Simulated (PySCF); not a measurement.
O2Ti, SMILES [O]=[Ti]=[O], point group C2v.

Level: PBE0/pcSseg-2 in PySCF (density fitting, grid level 2); geometry and Hessian at that level, cubic constants and property derivatives from steps of ±0.6 along each species' dimensionless normal coordinates, second-order vibrational perturbation theory. The parent has the commonest isotopes.

Equilibrium geometry (Å):

| atom | x | y | z |
| --- | --- | --- | --- |
| O1 | -1.3392 | 0.1243 | -0.2421 |
| Ti2 | 0.0364 | -0.2729 | 0.5305 |
| O3 | 1.3487 | 0.1385 | -0.3386 |

(1) How much do zero-point and thermal motion change the parent's shieldings?

(2) And the bond lengths, in the parent and with ¹⁷O at 1?

The study (44 SCF points, 145 basis functions) took 5 min on 1 thread of Intel Xeon Platinum 8488C, on a host shared with other jobs (rough), peak memory 0.7 GiB, launched as `OMP_NUM_THREADS=1 python ens_run.py task.json out`.

Results:

(1) 
```tsv
atom	σe (ppm)	anharmonic part, 0 K	harmonic part, 0 K	Δσ at 0 K	Δσ at 298.15 K	Δσ at 300 K
O1	-954.91	-6.13	-5.05	-11.18	-12.86	-12.88
Ti2	-325.35	-12.00	-7.18	-19.18	-22.36	-22.39
```

(2) 
```csv
bond,re (Å),⟨r⟩ at 0 K,between mean positions,"⟨r⟩, labelled"
O1–Ti2,1.6268,1.6304,1.6297,1.6303
```
